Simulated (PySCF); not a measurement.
**Polarisability and C₆ of Pd²⁺ (palladium, charge +2)**

[Kr] 4d8, high-spin 3F determinant. Computed with PySCF 2.14 in aug-cc-pVTZ-DK (9s8p6d3f2g, 102 functions), with the spin-free X2C one-electron Hamiltonian (Gaussian nucleus). Coupled (time-dependent) response in atomic units; α is the mean over directions.

```tsv
method	mean α (bohr³)	C₆ (like pair)	S(−4)
PW91	6.894	36.58	12.01
```

S(−4) is the Cauchy moment in α(ω) = α(0) + S(−4) ω² + …

Spin-orbit coupling is absent.

α(iu) at PW91:

| u (hartree) | α(iu) (bohr³) |
| --- | --- |
| 0 | 6.894 |
| 0.0500 | 6.864 |
| 0.100 | 6.777 |
| 0.200 | 6.467 |
| 0.300 | 6.048 |
| 0.500 | 5.157 |
| 0.750 | 4.204 |
| 1.00 | 3.461 |
| 1.50 | 2.429 |
| 2.00 | 1.778 |
| 3.00 | 1.052 |
| 5.00 | 0.4789 |

For an ion, C₆ is the dispersion term alone; charge-induced terms of lower order in 1/R come first.
